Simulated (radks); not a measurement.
The table gives one normalised radial function P(r) = r R(r) (large component) of Si12+ in [He] (r in bohr). Method: Dirac Kohn-Sham, PBE, spin-unpolarised, spherical densities, point nucleus; computed with a radial shooting solver on a logarithmic mesh with Libxc functionals.

r          P
0.004173  0.4091
0.004858  0.4713
0.005656  0.5422
0.006584  0.6225
0.007665  0.7133
0.008923  0.8152
0.01039   0.9290
0.01209   1.0552
0.01408   1.1938
0.01639   1.3444
0.01908   1.5062
0.02221   1.6771
0.02586   1.8540
0.0301    2.0328
0.03505   2.2075
0.0408    2.3706
0.0475    2.5129
0.05529   2.6241
0.06437   2.6929
0.07494   2.7083
0.08724   2.6608
0.1016    2.5442
0.1182    2.3573
0.1376    2.1059
0.1602    1.8034
0.1865    1.4705
0.2172    1.1326
0.2528    0.8165
0.2943    0.5450
0.3426    0.3324
0.3989    0.1826

Which n and l does it have? It may be an empty orbital.

Answer. n = 1, l = 0: the number of nodes gives n - l - 1 = 0, the rise at small r points to l (this Dirac orbital starts as r^gamma with gamma = sqrt((l + 1)^2 - (Z/c)^2) = 0.99; the j = 1/2 orbital of l + 1 starts with the same power, but with a smaller coefficient, and then steepens), and the extent must fit the shell. The curve is that of 1s1/2. 1s1/2: eigenvalue -2353.1 eV, 0 radial nodes, <r> = 0.110 bohr, 90 % of the charge inside 0.196 bohr.
